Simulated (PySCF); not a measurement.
## PbBr and its ions

UHF-MP2; basis Pb def2-SVP with ECP60, Br def2-SVP; scalar-relativistic core potentials; PySCF 2.14. Neutral (UHF): doublet (π ↑), Re = 2.637 Å, ωe = 218 cm⁻¹, De = 3.05 eV.

PbBr⁺ (RHF): singlet (closed shell), Re = 2.519 Å, ωe = 266 cm⁻¹. The energies at the minima are -2764.28950 hartree for PbBr and -2764.04806 for PbBr⁺.

(1) Work out the adiabatic ionisation energy, without and with harmonic zero-point energies (1 hartree = 27.2114 eV, 1 eV = 8065.5 cm⁻¹), and the change of the bond length.

Correlated steps freeze 13 core orbitals. Correlated levels converge slowly with the basis: in double zeta they bind strong bonds too weakly, by up to about 1 eV, and carry superposition errors of some tenths. Spin–orbit coupling is left out, which matters for elements this heavy, above all for dissociation energies. States were picked by a PBE0 search and need not be the measured ground states.

Neutral and ion stand on different kinds of reference determinant, which adds to the error of the difference.

Results:

(1) At MP2: 0.24144 hartree = 6.570 eV between the minima; the zero-point term (266.0 − 218.0)/2 cm⁻¹ = +0.003 eV makes it 6.573 eV. Re changes by -11.8 pm against the neutral. The electron leaves a π orbital, and the shorter bond of the ion fits an antibonding orbital, or a change in how ionic the bond is.
